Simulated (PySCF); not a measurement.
C4H6Cl2O.
Structure used (PBE0-D3(BJ)/def2-SVP), in Å, numbered top down from 1:
```
atom  x, y, z in Å
Cl1    2.7044   -0.2504   -0.2694
C2     1.2074    0.6933   -0.0704
Cl3    1.3020    2.2428   -0.9439
C4     0.0223   -0.1024   -0.5465
C5    -1.3521    0.4462   -0.1354
O6    -1.6069   -0.6805    0.6952
C7    -0.3739   -1.2943    0.3377
H8     1.1327    0.9406    0.9968
H9     0.1458   -0.3233   -1.6158
H10   -2.0789    0.5407   -0.9602
H11   -1.3312    1.3989    0.4234
H12    0.2850   -1.4767    1.2055
H13   -0.5121   -2.2467   -0.2020
```

Linear response at PBE0/def2-SVPD (PySCF, frozen core in the response, non-relativistic).

Static isotropic polarisability: 77.79 au (11.53 Å³), principal values 62.7, 83.4, 87.3 au.

What is the polarisability at 1064 nm and at the sodium D line?

78.33 au at 1064 nm (+0.7 %), 79.61 au at 589.3 nm (+2.4 %). The rise at 589.3 nm is 3.34 times that at 1064 nm; a pure ω² law gives 3.26. The lowest singlet lies at 192 nm, shorter than both wavelengths.

What is the isotropic C6 coefficient between two such molecules, C6 = (3/π)∫α(iω)² dω?

2665 au (Eh·bohr⁶) by a ten-point quadrature over imaginary frequencies, which is 1590 eV·Å⁶ or 154 J·nm⁶/mol.

Which effective excitation energy ω̄ makes London's formula C6 = (3/4)α²ω̄ exact here?

ω̄ = 4·C6/(3α²) = 0.587 Eh = 16.0 eV. A one-pole form α(ω) = α/(1 − ω²/ω̄²) fitted to the 1064 nm value gives 13.9 eV.

How anisotropic is the static polarisability, by Δα² = ½[(α1 − α2)² + (α2 − α3)² + (α3 − α1)²]?

Δα = 22.8 au, or 0.29 of the isotropic value.

What does −C6/R⁶ come to at R = 12 Å between centres?

-51 J/mol. This is the leading, orientation-averaged term; C8 and higher terms are left out.

What molar refraction at the D line follows from R = (4π/3)·N_A·α′, with α′ the polarisability volume?

α′ = 11.80 Å³ gives R = 29.76 cm³/mol, for isolated, non-vibrating species.

How many electrons N does the Slater–Kirkwood formula C6 = (3/4)·√N·α^(3/2) need to give this C6?

N = (4·C6/3)²/α³ = 26.8; the species has 72 electrons in all.

What n − 1 at the D line would an ideal gas of it have at 273.15 K and 1 atm (2.6868 × 10¹⁹ cm⁻³), by n − 1 = 2π·N·α′?

19.92 × 10⁻⁴, a formal value whether or not that pressure can be reached.

Rough CPU time on one thread of a shared machine: about 60 s. This is the whole response run at PBE0/def2-SVPD, SCF included.

One conformer stands for the species.
